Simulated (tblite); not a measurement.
**Question.** What does the GFN2-xTB structure of `[CH2]CC(F)(F)C(F)(F)F` [radical] look like in three dimensions? (Doublet state.)

**Answer.** 
```
atom  x, y, z in Å
C1     1.6126    0.2415   -0.6024
C2     0.8514   -0.7131    0.2211
C3    -0.4502   -0.1066    0.7689
F4    -1.1338   -1.0242    1.4969
F5    -0.2013    0.9248    1.6080
C6    -1.3929    0.4065   -0.3511
F7    -0.9056    1.5070   -0.9249
F8    -1.5326   -0.5140   -1.3106
F9    -2.6069    0.6941    0.1076
H10    1.8682    0.0088   -1.6150
H11    1.8792    1.1976   -0.1974
H12    0.5870   -1.6142   -0.3338
H13    1.4205   -1.0078    1.1151
```

Any rigid rotation of these coordinates is as good. Atoms count from 1 in this order. The C–F distances run from 1.329 Å (C6–F9, drawn single) to 1.356 Å (C3–F4, drawn single), a spread of 0.027 Å. C1 (carbon bonded to C and 2 H) is planar (angles 120.8°, 119.7° and 119.5°, sum 360.0°, 0.02 Å off the plane of its three neighbours). Of the pairs four or more bonds apart, C1···F7 is among the closest relative to their van der Waals radii: 2.84 Å, 89 % of the sum of Bondi's values. The C–C distances run from 1.473 Å (C1–C2, drawn single) to 1.551 Å (C3–C6, drawn single), a spread of 0.078 Å.

Bonds between heavy atoms (Å): C1–C2 1.473, C2–C3 1.537, C3–F4 1.356, C3–F5 1.353, C3–C6 1.551, C6–F7 1.333, C6–F8 1.337, C6–F9 1.329.

Structure optimised with GFN2-xTB, isolated species. This method treats the open shell by occupation alone, without spin polarisation.

Point group: C1 (no symmetry element, even within 0.4 Å). Its GFN2-xTB frequencies are all real (lowest 33 cm⁻¹). Torsions: H–C1–C2–C3 -123° and 55°, C1–C2–C3–F4 179°.

One conformer stands for the species.

All values are computed, not measured.
